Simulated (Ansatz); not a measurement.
Geometry optimisation, RKS PBE/def2-SVP (Ansatz).

The input (input.yaml):

```yaml
crystal:
  periodic: [false, false, false]
  atoms:
    - { symbol: Mg, position_ang: [-0.230526, -0.184706, 0.587286] }
    - { symbol: Br, position_ang: [3.60761, 0.545155, 0.583768] }
    - { symbol: C, position_ang: [-1.528995, 0.024963, -1.032232] }
    - { symbol: H, position_ang: [2.768348, -0.01262, 1.67405] }
    - { symbol: F, position_ang: [0.735885, -0.542487, 2.213567] }
    - { symbol: H, position_ang: [-2.37329, -0.690617, -0.935589] }
    - { symbol: H, position_ang: [-1.960417, 1.046197, -1.094751] }
    - { symbol: H, position_ang: [-1.018716, -0.185783, -1.996098] }
basis:
  gaussian: { orbitals: def2-SVP }
hamiltonian:
  xc: pbe
relax:
  f_tol: 0.03
  max_steps: 50
```

Launched with:

```bash
$ ansatz run input.yaml --threads 2 --pin off --max-ram 3072MiB --backend cpu --events-out ev --progress --plain --runs-dir out
```

Task: Where does it end, and by what steps?

Result: The run converged. After 12 steps the energy has fallen by 0.812 eV; H4 moved furthest, 0.98 Å. Parted: Br2–H4 (1.48 → 2.02 Å). Joined: Mg1–Br2 (3.91 → 2.51 Å), H4–F5 (2.17 → 1.01 Å).

```
step  energy less start (eV)  largest force component (eV/Å)  accepted
   0                  0.0000                           1.495       yes
   1                 -0.2167                           0.658       yes
   2                 -0.3195                           0.518       yes
   3                 -0.4093                           0.574       yes
   4                 -0.5231                           0.548       yes
   5                 -0.6276                           1.045       yes
   6                 -0.7424                           0.679       yes
   7                 -0.7840                           0.400       yes
   8                 -0.7456                           1.861        no
   9                 -0.8017                           0.239       yes
  10                 -0.8092                           0.203       yes
  11                 -0.8102                           0.070       yes
  12                 -0.8121                           0.007       yes
```

```xyz
8
Properties=species:S:1:pos:R:3
Mg 0.515 0.066 0.109
Br 2.978 0.485 0.370
C -1.284 0.040 -0.954
H 1.830 -0.220 1.881
F 0.870 -0.477 2.075
H -1.984 -0.718 -0.544
H -1.800 1.023 -0.909
H -1.126 -0.198 -2.027
```

Whether the end is a true minimum wasn't checked by a vibrational analysis.

Run time: 18 s on 2 threads of Intel(R) Xeon(R) Platinum 8488C (Sapphire Rapids), with other jobs on the host, peak memory 0.16 GiB.
